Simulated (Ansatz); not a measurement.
Ansatz (a first-principles code) input (B97M-V/def2-TZVPD):

Ansatz 0.2 input:
```yaml
crystal:
  periodic: [false, false, false]
  atoms:
    - {symbol: Mg, position_ang: [0.50444722, 0.11252104, 0.03963548]}
    - {symbol: F, position_ang: [-0.52263950, 1.12999855, -1.07573318]}
    - {symbol: F, position_ang: [-0.14995679, -1.28002660, 1.02288586]}
basis:
  gaussian:
    orbitals: def2-TZVPD
hamiltonian:
  xc: {name: B97M-V}
total_charge: -1
magnetization: {spin_polarized: true, initial_magnetization: 1}
output: {forces: true}
```

Output:

```
Functional definition: B97M-V
integrals: 0.04 GiB planned
702 factors; their error is unknown
mean field: 0.47 GiB planned
mean field evaluation 1: about -10880.8114 eV, gradient 1.6e1 eV
mean field evaluation 2: about -10879.2960 eV, gradient 2.8e1 eV
mean field evaluation 4: about -10881.6645 eV, gradient 5.2e-1 eV
mean field evaluation 8: about -10881.6570 eV, gradient 3.0e-2 eV
mean field evaluation 16: about -10881.6570 eV, gradient 2.5e-5 eV
mean field -10881.65698233 eV, -399.8935182486 hartree, gradient 2.4e-5 eV, S^2 0.750820; 0 other end points of the search recorded, 0 dependent functions left out
the calculation of the forces begins
reference -10881.65705619 eV, -399.8935209628 hartree; 16, 15 occupied and 99, 100 virtual orbitals, 702 factors
Total energy: -10881.65705619 eV, -399.8935209628 hartree
Atom 0 at     0.504447     0.112521     0.039635 Å, force    -0.209908    -0.046822    -0.016493 eV/Å
Atom 1 at    -0.522640     1.129999    -1.075733 Å, force     0.118780    -0.065997     0.086102 eV/Å
Atom 2 at    -0.149957    -1.280027     1.022886 Å, force     0.091128     0.112819    -0.069609 eV/Å
Dipole moment:    -0.190756    -0.042550    -0.014988 e Å
```
